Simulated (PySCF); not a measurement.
**Worked example: chemical shift, span and skew from a shielding tensor**

Mg(SeH)(SiH3) (H₄MgSeSi), SMILES [SiH3][Mg][SeH]. Atoms are numbered in the order given.

```xyz
7

Mg    -0.0780    -0.3801     0.4914
Se     0.1621     1.1080    -1.4396
H      1.6288     1.0884    -1.2675
Si    -0.3544    -1.9499     2.5270
H     -1.1487    -3.1774     2.2053
H     -1.0524    -1.2900     3.6751
H      0.9589    -2.4324     3.0601
```

Geometry optimised at TPSSh-D3(BJ)/def2-SVP. One conformer was computed; it need not be the lowest.

GIAO shieldings from PySCF with PBE0/pcSseg-2, non-relativistic, no solvent. The symmetric part of the tensor of Si4 has the principal values 476.8, 498.5, 498.7 ppm. The same nucleus in TMS has σ = 341.9 ppm at this level (PySCF, at its B3LYP-D3(BJ)/def2-TZVP geometry).

Work out the isotropic shielding, the ²⁹Si shift against TMS, the span and the skew.


σ(iso) = (σ11 + σ22 + σ33)/3 = 491.3 ppm. δ = σ(ref) − σ(iso) = 341.9 − (491.3) = -149.4 ppm.
Span Ω = σ33 − σ11 = 21.9 ppm. Skew κ = 3(σ(iso) − σ22)/Ω = -0.98, an axial tensor. Tumbling in solution averages the tensor to δ; in a static solid the shielding alone would spread this spin-1/2 line over Ω.
